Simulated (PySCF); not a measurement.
A calculated (wB97X, PySCF 2.14, x2c-TZVPPall with one added diffuse shell each of s, p, d, f type, the spin-free X2C one-electron Hamiltonian (Gaussian nucleus)) atom or ion has these occupied shells.

| shell | electrons | orbital energy (eV) | rms radius, mean of both spins (bohr) |
| --- | --- | --- | --- |
| 1s β | 1 | -67280.4 | 0.0211 |
| 1s α | 1 | -67280.4 | 0.0211 |
| 2s α | 1 | -11609.9 | 0.0854 |
| 2s β | 1 | -11609.8 | 0.0854 |
| 2p α | 3 | -10210.2 | 0.0775 |
| 2p β | 3 | -10210.1 | 0.0775 |
| 3s α | 1 | -2695.5 | 0.219 |
| 3s β | 1 | -2695.4 | 0.219 |
| 3p α | 3 | -2275.9 | 0.220 |
| 3p β | 3 | -2275.9 | 0.220 |
| 3d α | 5 | -1770.8 | 0.201 |
| 3d β | 5 | -1770.7 | 0.201 |
| 4s α | 1 | -579.96 | 0.488 |
| 4s β | 1 | -579.86 | 0.488 |
| 4p α | 3 | -441.18 | 0.519 |
| 4p β | 3 | -441.10 | 0.519 |
| 4d α | 5 | -259.25 | 0.563 |
| 4d β | 5 | -259.15 | 0.563 |
| 5s α | 1 | -107.13 | 1.17 |
| 5s β | 1 | -106.05 | 1.17 |
| 5p α | 3 | -72.649 | 1.36 |
| 5p β | 3 | -71.063 | 1.36 |
| 4f α | 7 | -59.203 | 0.714 |
| 4f β | 7 | -58.990 | 0.714 |
| 5d α | 2 | -33.749 | 1.97 |

Name the element and its charge.

Ta³⁺ (tantalum, charge +3), in [Xe] 4f14 5d2, high-spin 3F determinant.
